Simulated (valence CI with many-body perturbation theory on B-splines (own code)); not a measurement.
**Which ion has this spectrum?**

A relativistic CI+MBPT calculation for an atom or ion with 13 electrons gives these levels (eV):

| J | Parity | E | g |
| --- | --- | --- | --- |
| 1/2 | odd | 0.00 | 0.65 |
| 1/2 | even | 119.82 | 2.22 |
| 3/2 | odd | 135.17 | 1.33 |
| 3/2 | even | 233.63 | 1.66 |
| 5/2 | even | 246.86 | 1.36 |
| 3/2 | even | 264.21 | 0.95 |
| 1/2 | even | 272.38 | 1.21 |
| 3/2 | even | 313.13 | 0.83 |
| 5/2 | even | 335.78 | 1.23 |
| 5/2 | even | 382.27 | 1.38 |
| 3/2 | odd | 384.47 | 1.22 |
| 3/2 | odd | 398.44 | 0.56 |
| 5/2 | odd | 408.02 | 1.04 |
| 1/2 | even | 408.05 | 1.87 |

The energies are calculated, and their last digits are not significant.

**Question.** Which is it?
A. Nd47+
B. Sm49+
C. Eu50+
D. Pr46+

**Answer.** A. Nd47+, ground level (3s^2 3p1/2) J=1/2.
